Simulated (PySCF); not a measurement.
Telling isomers of C8H12O apart by NMR

Theoretical values (PySCF 2.14): PBE0/pcSseg-1 with gauge-including orbitals, structure optimised with GFN2-xTB. Non-relativistic, isolated molecule, averaged over atoms made equivalent by symmetry, fast rotation or ring inversion, one computed conformer.

Scale: TMS for 1H (σ = 31.72 ppm) and 13C (σ = 186.93 ppm) (reference shieldings calculated alike). Where no couplings were computed, multiplicities follow the n + 1 count of equivalent neighbours, and m marks all less simple cases (inequivalent or close neighbours, rings, F or P nearby). Shifts are as computed. Against solution values, carbons near 30 ppm lie about +3 ppm off and those near 130 ppm about +5 ppm. Of 1211 compounds with measured shifts, 218 miss one by over three times the rms of a fit or turn the order of signals round; such compounds aren't used in these exercises. OH and NH positions are gas-phase values without hydrogen bonding to other molecules.

(1) Tabulate the signals of `CCOC1=CCC=CC1`, `CC(C)(C)c1ccoc1`, `C=C1C[C@@H]([C@@H](C)O)C1=C`, `CC(C)C1=CC(=O)CC1` and their relative energies.

(2) What is the quickest way to tell CCOC1=CCC=CC1 from CC(C)C1=CC(=O)CC1?

(3) What is the quickest way to tell CCOC1=CCC=CC1 from C=C1C[C@@H]([C@@H](C)O)C1=C?

(4) What is the quickest way to tell CC(C)(C)c1ccoc1 from CC(C)C1=CC(=O)CC1?

## Answers

(1) 
```tsv
SMILES	carbon types	δC	δH	E rel. (kcal/mol)
CCOC1=CCC=CC1	1×C 3×CH 3×CH2 1×CH3	160.2, 131.4, 130.6, 94.1, 64.0, 33.0, 31.6, 17.4	5.95 (m, 1H), 5.91 (m, 1H), 4.52 (t, 1H), 3.74 (q, 2H), 3.09 (m, 2H), 2.90 (m, 2H), 1.38 (t, 3H)	22.3
CC(C)(C)c1ccoc1	2×C 3×CH 3×CH3	148.3, 143.9, 140.9, 116.1, 32.6, 32.0	7.51 (m, 1H), 7.26 (m, 1H), 6.70 (m, 1H), 1.30 (s, 9H)	10.5
C=C1C[C@@H]([C@@H](C)O)C1=C	2×C 2×CH 3×CH2 1×CH3	157.0, 153.9, 112.2, 111.3, 75.8, 51.9, 34.3, 25.4	5.74 (br s, 1H), 5.65 (br s, 1H), 5.24 (br s, 1H), 5.13 (br s, 1H), 3.41 (m, 1H), 2.83 (m, 1H), 2.81 (m, 1H), 2.25 (m, 1H), 1.28 (d, 3H), -0.30 (br s, 1H)	45.3
CC(C)C1=CC(=O)CC1	2×C 2×CH 2×CH2 2×CH3	210.3, 196.4, 133.8, 37.2, 36.7, 34.3, 23.9	6.03 (s, 1H), 2.56 (m, 2H), 2.32 (m, 2H), 2.29 (sept, 1H), 1.25 (d, 6H)	0.0
```

Energies are electronic energies at PBE0/pcSseg-1 on these geometries, without zero-point or thermal terms, each for the one conformer computed, which needn't be the lowest.

(2) Count the carbon signals: 8 against 7. The first has a β carbon of an enol-ether or enamine type C=C (CH) at 94.1 ppm, the second an allylic sp3 CH at 36.7 ppm. Their most deshielded carbons lie at 160.2 and 210.3 ppm.

(3) Both give the same number of carbon signals, but DEPT or the intensities differ. The first has an alkene CH at 131.4 ppm, the second a terminal =CH2 carbon at 112.2 ppm. Their most deshielded carbons lie at 160.2 and 157.0 ppm.

(4) Count the carbon signals: 6 against 7. The first has a quaternary sp3 carbon on an aromatic ring (C) at 32.0 ppm, the second a ketone carbonyl carbon (C) at 210.3 ppm. Their most deshielded carbons lie at 148.3 and 210.3 ppm. In the proton spectra the most deshielded non-exchanging signals are 7.51 (m, 1H) and 6.03 (s, 1H).
